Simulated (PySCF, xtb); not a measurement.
**CHBI: where a starting geometry ends**

The starting geometry of this gas-phase doublet has its atoms placed at random.

| atom | x (Å) | y (Å) | z (Å) |
| --- | --- | --- | --- |
| C | -0.7863 | 0.1136 | -0.9718 |
| B | 0.8677 | -1.3082 | 0.2443 |
| I | -1.1446 | -0.4727 | 1.1525 |
| H | -0.0474 | 1.1247 | -1.4807 |

Question: One run relaxed it with r2SCAN-D4/def2-SVP. What is a likely outcome?

Answer: It ends as a structure with I3 bridging C1 and B2, given below by its coordinates. Distances that change by over a tenth: C1–I3 (2.23 → 2.46 Å). Contacts that close: C1–B2 (2.50 → 1.37 Å), C1–H4 (1.35 → 1.08 Å).

The energy falls by 4.97 eV over 22 steps:

| step | E − E(last) (eV) |
| --- | --- |
| 1 | 4.966 |
| 3 | 2.981 |
| 6 | 0.802 |
| 8 | 0.170 |
| 10 | 0.011 |
| 13 | 0.000 |
| 15 | 0.000 |
| 17 | 0.000 |
| 20 | 0.000 |
| 22 | 0.000 |

Final geometry (Å):

```xyz
4

C     0.0325    0.1031   -0.8898
B     0.5727   -0.9678   -0.2179
I    -1.0475   -0.5200    1.2282
H    -0.3845    0.9451   -1.4299
```

From the same start GFN2-xTB ends elsewhere, differing in C1–I3 (3.40 against 2.46 Å here).

From so rough a start the end depends on the optimiser's path, so another program may land elsewhere. The end wasn't checked by frequencies. Open shells are spin-unrestricted. Atoms past krypton carry core potentials, without spin–orbit terms. Run with PySCF 2.14.0, 5.7 min on 2 threads of Intel(R) Xeon(R) Processor @ 2.50GHz (Skylake/Cascade Lake) (shared host).
